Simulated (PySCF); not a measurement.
Species: C6H6N2.
SMILES: `N#CC/C=C/CC#N`

Torsions of this conformer, `[N:1]#[C:2][CH2:3]/[CH:4]=[CH:5]/[CH2:6][C:7]#[N:8]`: C2–C3–C4–C5 -119°, C4–C5–C6–C7 120°.

The closed-shell ground state was solved at several levels (PySCF, density fitting, gas phase, non-relativistic). The structure is a single PBE0-D3(BJ)/def2-SVP conformer in the gas phase; no vibrational or solvent corrections. The dipole stays under 0.02 D at every level.

```tsv
level	basis functions	total energy (Eh)	HOMO (eV)	LUMO (eV)	gap (eV)
PBE0/def2-SVPD	208	-341.0491	-8.60	-1.02	7.58
PBE0/pcSseg-1	166	-341.2472	-8.59	-0.97	7.62
```

Question: Estimate the row for B3LYP/pcJ-1, a basis of 276 functions; the other rows only guide the guess.

Answer: Total energy -341.7147 Eh, HOMO -8.33 eV, LUMO -1.17 eV, gap 7.16 eV.

Question: Over all these levels, which gives the widest orbital gap and which the narrowest?

Answer: PBE0/pcSseg-1 (global hybrid, 25 % exact exchange) has the widest, 7.62 eV, and B3LYP/pcJ-1 (global hybrid, 20 % exact exchange) the narrowest, 7.16 eV. Functional and basis both differ between the two, so the spread mixes both effects.
